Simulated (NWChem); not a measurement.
System: AlH$_{2}$SeCl; SMILES [Cl][AlH][SeH]

The following NWChem deck was run.

```
start job
memory heap 200 mb stack 900 mb global 1100 mb
geometry units angstroms noautosym nocenter noautoz
  Al     0.926524     0.616371     0.058838
  Cl    -0.448664     2.164670     0.436923
  H      2.366981     0.951866    -0.480016
  Se     0.293412    -1.565450     0.444156
  H     -1.046372    -1.155118     0.892685
end
basis spherical
  Al library pcsseg-1
  Cl library pcsseg-1
  H library pcsseg-1
  Se library pcsseg-1
end
dft
  xc xpbe96 cpbe96
  iterations 150
end
property
  shielding
end
task dft property
```

All runs use the structure optimised with PBE0/def2-SVP.

GIAO values for the isolated, static molecule; σ is the absolute isotropic shielding, δ = σ(reference) − σ with the isolated reference molecule computed at the same levels (1H: tetramethylsilane). Spin-orbit effects, on the heavy nuclei and on their neighbours, are missing.

Atoms are numbered as in the input.

Task: Give the results of this calculation. (PBE/pcSseg-1, GIAO.) Quantities: σ Al1 (ppm); σ Cl2 (ppm); δ H3 (ppm); σ Se4 (ppm); δ H5 (ppm).

Result: 
```
Property      Value
-----------  ------
σ Al1 (ppm)   318.4
σ Cl2 (ppm)   832.9
δ H3 (ppm)     5.41
σ Se4 (ppm)  1961.0
δ H5 (ppm)     1.38
```
